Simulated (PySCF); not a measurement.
Molecule: `C=Cc1ccco1`, C6H6O.

Bonds (- single, = double, # triple, : aromatic): C1=C2, C2-C3, C3:C4, C4:C5, C5:C6, C6:O7, O7:C3. C1 carries H8, H9; C2 carries H10; C4 carries H11; C5 carries H12; C6 carries H13. H8 is cis to C3; H9 is trans to C3.

Frames of a GFN2-xTB Langevin trajectory at 200 K; GIAO PBE0/pcSseg-1 shieldings in PySCF, gas phase, non-relativistic; equivalent atoms averaged within each frame.

References, each an isolated molecule treated in the same way: ¹³C (σref 186.93), ¹H (σref 31.72) against TMS; H2O for ¹⁷O (σref 336.08). The references are static minima.

How do the shifts (ppm) fluctuate along the trajectory?

Answers


| time (fs) | C3 | C6 | C4 | C2 | C5 | C1 | O7 | H13 | H12 | H10 |
| --- | --- | --- | --- | --- | --- | --- | --- | --- | --- | --- |
| optimised geometry | 159.8 | 147.0 | 117.5 | 132.8 | 118.4 | 117.8 | 289.8 | 7.48 | 6.64 | 6.71 |
| 250 | 167.2 | 141.5 | 130.4 | 127.3 | 115.2 | 111.2 | 284.6 | 7.36 | 6.83 | 6.33 |
| 425 | 153.0 | 149.5 | 115.0 | 137.6 | 124.9 | 121.9 | 290.6 | 7.07 | 7.00 | 6.80 |
| 625 | 165.7 | 145.5 | 126.2 | 146.2 | 120.0 | 121.9 | 282.1 | 6.98 | 6.63 | 7.75 |
| 800 | 165.5 | 152.8 | 122.2 | 137.5 | 121.8 | 116.9 | 303.3 | 8.12 | 7.05 | 7.46 |
| 1000 | 162.6 | 149.1 | 117.3 | 134.2 | 119.0 | 116.8 | 298.9 | 7.43 | 6.56 | 6.44 |
| mean of frames | 162.8 | 147.7 | 122.2 | 136.5 | 120.2 | 117.8 | 291.9 | 7.39 | 6.81 | 6.96 |
| standard deviation | 5.7 | 4.3 | 6.3 | 6.8 | 3.6 | 4.4 | 9.1 | 0.45 | 0.22 | 0.63 |

5 frames give an uncertainty of the mean of about the standard deviation over 2.2 at best, since frames this close in time may not be independent; classical motion lacks zero-point vibration, and the reference would need the same averaging.
